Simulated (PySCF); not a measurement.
SMILES Cc1ccccc1[SiH3], GFN2-xTB optimised geometry.

```
18

C     -1.76    -1.77     0.00
C     -1.00    -0.48     0.00
C     -1.68     0.73     0.00
C     -1.01     1.93     0.00
C      0.38     1.94     0.00
C      1.07     0.74     0.00
C      0.40    -0.48     0.00
Si     1.40    -2.08     0.00
H     -1.51    -2.36     0.88
H     -1.50    -2.37    -0.87
H     -2.83    -1.59     0.00
H     -2.76     0.72     0.00
H     -1.56     2.86     0.00
H      0.91     2.88     0.00
H      2.15     0.76     0.00
H      1.08    -2.88     1.19
H      2.83    -1.74     0.01
H      1.10    -2.86    -1.20
```

Density from PBE/def2-SVP (PySCF) at that geometry.

Minimum of the electron density along straight lines between bonded atoms, close to the bond critical point (lines longer than 1.1 times the sum of covalent radii, or with two minima, are not listed):

```
bond     length / Å  ρ at the minimum / e bohr⁻³  ∇²ρ there / e bohr⁻⁵  position (fraction from the first atom)
-------  ----------  ---------------------------  --------------------  ---------------------------------------
C1–C2         1.498                            ?                     ?                                     0.50
C2–C3         1.388                        0.308                 -0.75                                     0.50
C3–C4         1.384                        0.310                 -0.77                                     0.50
C4–C5         1.383                        0.310                 -0.77                                     0.50
C5–C6         1.383                        0.310                 -0.77                                     0.50
C2–C7         1.399                        0.300                 -0.71                                     0.50
C6–C7         1.392                        0.303                 -0.73                                     0.50
C7–Si8        1.886                        0.113                  0.32                                     0.62
C1–H9         1.089                        0.272                 -0.98                                     0.63
C1–H10        1.089                        0.272                 -0.98                                     0.63
C1–H11        1.088                        0.274                 -0.99                                     0.63
C3–H12        1.082                        0.280                 -1.03                                     0.63
C4–H13        1.080                        0.281                 -1.05                                     0.63
C5–H14        1.081                        0.280                 -1.04                                     0.63
C6–H15        1.081                        0.281                 -1.05                                     0.63
Si8–H16       1.467                        0.115                  0.32                                     0.49
Si8–H17       1.464                        0.116                  0.32                                     0.49
Si8–H18       1.467                        0.115                  0.32                                     0.49
```

### Question
Complete the blanks.

### Answer

- C1–C2, ρ at the minimum / e bohr⁻³: 0.253
- C1–C2, ∇²ρ there / e bohr⁻⁵: -0.57
